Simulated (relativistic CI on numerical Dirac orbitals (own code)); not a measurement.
Sb⁴⁴⁺: sensitivity of the levels to the model

Base calculation: Dirac-Coulomb-Breit CI, orbitals from a KLI potential per configuration, model QED (radiative potential, 1s self-energy scaled to tabulated hydrogen-like ionisation energies), unscaled Slater integrals.

CI space (outside the closed core 1s2): 2s²2p³, 2s2p⁴, 2p⁵, 2p⁴3s, 2p⁴3p, 2p⁴3d, 2s²2p²3s, 2s²2p²3p, 2s²2p²3d, 2s2p³3s, 2s2p³3p, 2s2p³3d, 2s²2p²4s, 2s²2p²4p, 2s²2p²4d, 2s²2p²4f. Levels of other configurations are missing.

Variants: (1) Breit term removed. Shifts of the energy above 2s²2p³ ²P°3/2, in eV, for the lowest level and the first level of each name with at least 55 % of one term (blank where a level changes its place among those of its configuration and J or its character, or is not in the variant):

```csv
Level,Base,Δ(1)
2s²2p³ ²P°3/2,0.00,0.00
2s²2p³ ²D°5/2,266.35,+7.01
2s²2p³ ²P°1/2,294.80,+3.13
2s2p⁴ ⁴P5/2,448.62,+1.18
2s2p⁴ ²S1/2,512.53,-1.83
2s2p⁴ ⁴P3/2,715.50,+3.38
2s2p⁴ ²D5/2,746.52,+6.39
2s2p⁴ ²P1/2,779.95,+3.33
2p⁵ ²P°3/2,1015.97,-0.60
2p⁵ ²P°1/2,1282.43,+3.55
2s²2p²3s ⁴P3/2,4299.27,+8.11
2s²2p²3s ²P1/2,4306.18,+8.11
2s²2p²3s ²D5/2,4315.88,+10.70
2s²2p²3s ²D3/2,4319.90,+10.42
2s²2p²3p ⁴D°3/2,4365.29,+7.43
2s²2p²3p ²F°7/2,4454.20,+11.15
2s²2p²3d ⁴D1/2,4510.13,+7.76
2s²2p²3d ²G9/2,4541.92,+12.16
2s²2p²3d ²F7/2,4560.35,+12.09
2s²2p²3d ²P1/2,4564.94,+11.10
2s²2p²3s ⁴P5/2,4582.26,+13.79
```

At this charge energies of transitions that change n are usually good to better than 1 %, and those within a shell (Δn = 0) to a few per cent.

Ionisation energy from the two ground configurations alone: base 7390.16 eV; Breit term removed 7394.98 eV. The NIST ASD value (theoretical) is 7390 eV.

LS names give the leading component of a level, which can be under half, so a name can repeat, a term be missing and a line seem to break the LS rules.
